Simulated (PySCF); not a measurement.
# Computed spin Hamiltonian

Compound: C6H11S (doublet state).
Z-matrix (Å and degrees, GFN2-xTB geometry), rows numbered from 1:
```
C 
C   1  1.3201
C   2  1.5089  1  126.84
C   3  1.5345  2  113.72  1    10.59
C   3  1.4947  2  107.42  1  -114.14
C   5  1.4844  3  121.71  2    65.57
S   5  1.7373  3  117.10  2  -129.88
H   1  1.0762  2  122.79  3    -2.25
H   1  1.0774  2  121.26  3   178.49
H   2  1.0828  1  119.70  3  -177.52
H   3  1.0973  2  107.57  1   130.16
H   4  1.0876  3  109.53  2   176.63
H   4  1.0873  3  110.09  2    57.27
H   4  1.0865  3  110.94  2   -63.63
H   6  1.0924  5  111.08  3  -146.22
H   6  1.0884  5  109.62  3   -26.24
H   6  1.0963  5  112.01  3    93.91
H   7  1.3363  5   96.66  3   169.29
```

The hyperfine couplings belong to this conformer and change with its torsions.

As a line formula: `C=C[C@H](C)[C](C)S` [radical].

Theory: UKS B3LYP, pcH-1 on C H S, non-relativistic, mean-field spin-orbit, GIAO (PySCF 2.14.0). Isolated species at its GFN2-xTB geometry (one conformer only). The geometry wasn't refined by DFT: couplings that depend on bond lengths, twists or pyramidal angles can differ widely from those at the functional's own minimum. No stability test was run, so a lower SCF solution isn't excluded.

| Quantity | Value |
| --- | --- |
| g1, g2, g3 | 2.00196, 2.00321, 2.00670 |
| g_iso | 2.00396 |
| Form of g | rhombic: the two nearest values differ by 26 % of g3 − g1 |
| ⟨S²⟩ | 0.7546 (exact 0.7500) |
| α and β electrons | 32, 31 |
| HOMO–LUMO gap, α and β orbitals | 4.53, 5.96 eV |
| Basis functions | 295 |

Hyperfine couplings atom by atom, in MHz; T1 to T3 are the principal values of the dipolar part; ρ(0) is the spin density at the nucleus:

| atom | isotope | a_iso | of which spin–orbit | T1 | T2 | T3 | Mulliken spin population | ρ(0) (bohr⁻³) |
| --- | --- | --- | --- | --- | --- | --- | --- | --- |
| C1 | 13C | 5.1 | 0.0 | -2.5 | -1.4 | 4.0 | 0.03 | 0.0046 |
| C2 | 13C | 41.4 | 0.0 | -3.7 | -2.1 | 5.8 | 0.01 | 0.0368 |
| C3 | 13C | -25.1 | 0.0 | -1.8 | -0.2 | 2.0 | -0.06 | -0.0223 |
| C4 | 13C | 41.6 | 0.0 | -3.8 | -3.6 | 7.4 | 0.03 | 0.0370 |
| C5 | 13C | 113.8 | 0.3 | -75.1 | -74.3 | 149.4 | 0.84 | 0.1010 |
| C6 | 13C | -25.4 | 0.0 | -1.7 | -1.2 | 2.9 | -0.07 | -0.0226 |
| S7 | 33S | 3.0 | -0.3 | -18.7 | -14.1 | 32.8 | 0.13 | 0.0097 |
| H8 | 1H | -1.4 | 0.0 | -1.3 | -0.5 | 1.9 | 0.00 | -0.0003 |
| H9 | 1H | 0.4 | 0.0 | -1.5 | -0.9 | 2.4 | 0.00 | 0.0001 |
| H10 | 1H | -1.2 | 0.0 | -4.3 | -2.3 | 6.6 | 0.00 | -0.0003 |
| H11 | 1H | 2.3 | 0.0 | -4.7 | -3.7 | 8.4 | 0.00 | 0.0005 |
| H12 | 1H | -2.5 | 0.0 | -4.1 | -1.7 | 5.8 | 0.00 | -0.0006 |
| H13 | 1H | 12.0 | 0.0 | -2.6 | -1.2 | 3.8 | 0.01 | 0.0027 |
| H14 | 1H | -1.8 | 0.0 | -3.6 | -1.9 | 5.5 | 0.00 | -0.0004 |
| H15 | 1H | 54.5 | 0.0 | -4.6 | -4.1 | 8.7 | 0.02 | 0.0122 |
| H16 | 1H | 9.1 | 0.0 | -4.8 | -3.8 | 8.6 | 0.00 | 0.0020 |
| H17 | 1H | 111.6 | 0.0 | -4.2 | -3.1 | 7.3 | 0.06 | 0.0250 |
| H18 | 1H | 10.7 | 0.0 | -3.0 | -2.4 | 5.4 | 0.00 | 0.0024 |

Largest spin populations (Mulliken): C5 (+0.84), S7 (+0.13) and C6 (-0.07). No atom but C5 exceeds +0.15. The positive populations add up to 1.13 and the negative ones to -0.13, together 2S = 1. The angles at C5 add up to 358.2°, so it is nearly planar.

Axes: g3 points within 9° of the S7–H18 bond.

Under fast tumbling the dipolar parts average out, and these isotropic splittings remain: 3 × 1H (H15/H16/H17, I = 1/2, 4 lines) with 2.08 mT, 1 × 1H (H18, I = 1/2, 2 lines) with 0.38 mT, 3 × 1H (H12/H13/H14, I = 1/2, 4 lines) with 0.09 mT, 1 × 1H (H11, I = 1/2, 2 lines) with 0.08 mT, 1 × 1H (H8, I = 1/2, 2 lines) with 0.05 mT and 1 × 1H (H10, I = 1/2, 2 lines) with 0.04 mT.

Means are taken over nuclei equivalent by connectivity, which assumes that they swap fast. The three 1H nuclei of mean +58.4 MHz run from 9.1 to 111.6 MHz in the frozen geometry. The three 1H nuclei of mean +2.5 MHz run from -2.5 to 12.0 MHz in the frozen geometry.

The 13C coupling of C5 (113.8 MHz) shows only in satellite lines or after enrichment, since that isotope makes up about 1.07 % of natural carbon.

β density exceeds α density at some nuclei, such as C6 (-0.0226) and C3 (-0.0223), spin density in bohr⁻³. In a single determinant that takes different orbitals for the two spins, that is spin polarisation.
